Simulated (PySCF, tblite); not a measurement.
Isomers of C7H17NSi, one GFN2-xTB conformer each. Single-point energies are computed at PBE0/pcSseg-1 (PySCF, gas phase, no added dispersion term), electronic only.

```
                    SMILES  GFN2-xTB relative energy (kJ/mol)
  C=CN([SiH3])[C@@H](C)CCC                               68.4
  [H]/N=C/C(C)(C)[SiH2]CCC                              200.2
[H]/N=C\C(C)(C)[SiH2]C(C)C                              199.0
C=CN([SiH3])[C@@H](C)C(C)C                               66.1
      CC(C)(C)N1CCC[SiH2]1                                0.0
```

Conformers: `[CH2:1]=[CH:2][N:3]([SiH3:4])[C@@H:5]([CH3:6])[CH2:7][CH2:8][CH3:9]` with C1–C2–N3–Si4 -2°, C2–N3–C5–C6 -62°, N3–C5–C7–C8 59°, C5–C7–C8–C9 177°; `[H]/[N:9]=[CH:8]/[C:5]([SiH2:4][CH2:3][CH2:2][CH3:1])([CH3:6])[CH3:7]` with C1–C2–C3–Si4 180°, C2–C3–Si4–C5 -178°, C3–Si4–C5–C6 -179°, Si4–C5–C8–N9 -98°; `[H]/[N:9]=[CH:8]\[C:5]([SiH2:4][CH:2]([CH3:1])[CH3:3])([CH3:6])[CH3:7]` with C1–C2–Si4–C5 75°, C2–Si4–C5–C6 58°, Si4–C5–C8–N9 107°; `[CH2:1]=[CH:2][N:3]([SiH3:4])[C@@H:5]([CH3:6])[CH:7]([CH3:8])[CH3:9]` with C1–C2–N3–Si4 1°, C2–N3–C5–C6 -61°, N3–C5–C7–C8 53°; `[CH3:1][C:2]([CH3:3])([CH3:4])[N:5]1[CH2:6][CH2:7][CH2:8][SiH2:9]1` with C2–N5–C6–C7 156°, N5–C6–C7–C8 41°, C6–C7–C8–Si9 -38°, C7–C8–Si9–N5 22°.

Task: What does PBE0/pcSseg-1 give for the same structures?

Result: 
```json
{"SMILES": "CC(C)(C)N1CCC[SiH2]1", "PBE0/pcSseg-1 E (Eh)": "-620.66514", "PBE0/pcSseg-1 (kJ/mol)": "0.0", "GFN2-xTB (kJ/mol)": "0.0", "point group": "C1"}
{"SMILES": "[H]/N=C/C(C)(C)[SiH2]CCC", "PBE0/pcSseg-1 E (Eh)": "-620.63427", "PBE0/pcSseg-1 (kJ/mol)": "81.1", "GFN2-xTB (kJ/mol)": "200.2", "point group": "C1"}
{"SMILES": "C=CN([SiH3])[C@@H](C)CCC", "PBE0/pcSseg-1 E (Eh)": "-620.63028", "PBE0/pcSseg-1 (kJ/mol)": "91.5", "GFN2-xTB (kJ/mol)": "68.4", "point group": "C1"}
{"SMILES": "C=CN([SiH3])[C@@H](C)C(C)C", "PBE0/pcSseg-1 E (Eh)": "-620.62953", "PBE0/pcSseg-1 (kJ/mol)": "93.5", "GFN2-xTB (kJ/mol)": "66.1", "point group": "C1"}
{"SMILES": "[H]/N=C\\C(C)(C)[SiH2]C(C)C", "PBE0/pcSseg-1 E (Eh)": "-620.62939", "PBE0/pcSseg-1 (kJ/mol)": "93.9", "GFN2-xTB (kJ/mol)": "199.0", "point group": "C1"}
```

Both levels put the same isomer lowest; measured from each level's own lowest isomer, the values differ by up to 119.1 kJ/mol ([H]/N=C/C(C)(C)[SiH2]CCC: 200.2 against 81.1). As drawn, the highest has a C=N bond and an N–H bond, which the lowest lacks. Neighbours about 10 kJ/mol apart or less ([H]/N=C/C(C)(C)[SiH2]CCC and C=CN([SiH3])[C@@H](C)CCC; C=CN([SiH3])[C@@H](C)CCC and C=CN([SiH3])[C@@H](C)C(C)C; C=CN([SiH3])[C@@H](C)C(C)C and [H]/N=C\C(C)(C)[SiH2]C(C)C) can change places with a better method, another conformer or zero-point energy.

Task: Which frontier levels, dipoles and rotational constants go with these structures?

Result: 
```tsv
SMILES	HOMO (eV, PBE0/pcSseg-1)	LUMO (eV)	dipole (D)	A, B, C (MHz)
CC(C)(C)N1CCC[SiH2]1	-6.03	1.07	0.83	2241, 1046, 875.2
[H]/N=C/C(C)(C)[SiH2]CCC	-7.21	-0.11	1.21	2209, 688.1, 611.9
C=CN([SiH3])[C@@H](C)CCC	-5.85	0.77	1.50	1553, 852.9, 785.8
C=CN([SiH3])[C@@H](C)C(C)C	-5.84	0.78	1.53	1833, 896.6, 844.4
[H]/N=C\C(C)(C)[SiH2]C(C)C	-7.16	-0.12	2.27	1908, 918.6, 757.3
```

Task: What happens when harmonic zero-point energies from GFN2-xTB frequencies are added?

Result: 
| SMILES | ZPE (kJ/mol) | electronic (kJ/mol) | with ZPE (kJ/mol) |
| --- | --- | --- | --- |
| CC(C)(C)N1CCC[SiH2]1 | 595.0 | 0.0 | 0.0 |
| [H]/N=C/C(C)(C)[SiH2]CCC | 584.9 | 81.1 | 71.0 |
| C=CN([SiH3])[C@@H](C)CCC | 581.6 | 91.5 | 78.2 |
| C=CN([SiH3])[C@@H](C)C(C)C | 581.1 | 93.5 | 79.6 |
| [H]/N=C\C(C)(C)[SiH2]C(C)C | 586.5 | 93.9 | 85.4 |

The zero-point energies span 13.9 kJ/mol. The order is unchanged.
